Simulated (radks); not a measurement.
Charge is removed step by step from the 3s down level of Sb5+, starting from [Ne] 3s(up 1, down 1) 3p6 3d10 4s2 4p6 4d10. Code: a radial shooting solver on a logarithmic mesh with Libxc functionals. Model: scalar-relativistic Kohn-Sham, r2SCAN, spin-polarised, spherical densities, finite nucleus; meta-GGA in the generalised Kohn-Sham scheme; Fermi nuclear charge, rms radius 4.6802 fm. At the starting occupation the eigenvalue is -972.63 eV. Estimate the energy to remove one whole electron from this level, the eigenvalue at the end, and how far E(n) bends from a straight line.

Answer. Delta-SCF 993.52 eV; final eigenvalue -1015.8 eV; the deviation from the straight line is -5.401 eV at 0.5 electron removed, the largest on the grid computed. Slater's transition state (half an electron removed) gives 994.17 eV. Integrating minus the eigenvalue over the occupation (Janak's theorem) gives 994.19 eV. In this scalar-relativistic scheme the density is built from large components alone, so the theorem holds only approximately. The mean slope of the eigenvalue, de/dn, is 43.2 eV per electron.
